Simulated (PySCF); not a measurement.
Hf(F)3(OH)(OH2) (F₃H₃HfO₂), SMILES [OH][Hf](<-[OH2])([F])([F])[F], multiplicity 1.

The structure is a stationary point at B3LYP-D3(BJ)/def2-SVP. The multiplicity is an assumed one; no other spin state was optimised. The structure was generated by enumeration; whether it is a known compound was not checked. The def2 effective core potentials stand for the cores of Hf; spin–orbit coupling is left out. The values are those of a single conformer.

Level of theory: PBE/def2-TZVP (PySCF).

Symmetry labels are those of the subgroup Cs that the program uses (full group Cs).

Computed valence orbital energies around the gap with their symmetry:
```tsv
orbital	symmetry	energy (eV)
HOMO−7	A"	-9.55
HOMO−6	A'	-9.18
HOMO−5	A"	-9.05
HOMO−4	A'	-9.02
HOMO−3	A"	-8.97
HOMO−2	A'	-8.67
HOMO−1	A'	-7.64
HOMO	A"	-7.62
LUMO	A'	-1.22
LUMO+1	A"	-0.54
LUMO+2	A'	-0.48
LUMO+3	A'	0.00
```
